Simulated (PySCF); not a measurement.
H4AlClO, singlet (B3LYP/def2-SVP optimised geometry):

```
7

Al    -1.017    -0.285     0.000
H     -1.426     1.241     0.000
H     -1.264    -1.241     1.244
Cl    -1.055    -1.256    -1.945
O      1.004    -0.285     0.000
H      1.247    -0.684    -0.857
H      1.426    -0.818     0.693
```

Level of theory: PySCF with B3LYP/def2-TZVP.

What are the frontier orbital energies and the dipole moment?

HOMO-2 -8.73 eV, HOMO-1 -8.49 eV, HOMO -7.64 eV, LUMO -0.99 eV, LUMO+1 0.34 eV; dipole moment 4.46 D.

On the same geometry PBE/def2-TZVP (PySCF 2.14.0) gives HOMO-2 -7.59 eV, HOMO-1 -7.40 eV, HOMO -6.54 eV, LUMO -1.51 eV, LUMO+1 -0.22 eV; dipole moment 4.39 D.

Meta-Löwdin charges at B3LYP/def2-TZVP: Al1 0.57, H2 -0.17, H3 -0.18, Cl4 -0.42, O5 -0.56, H6 0.38, H7 0.38.
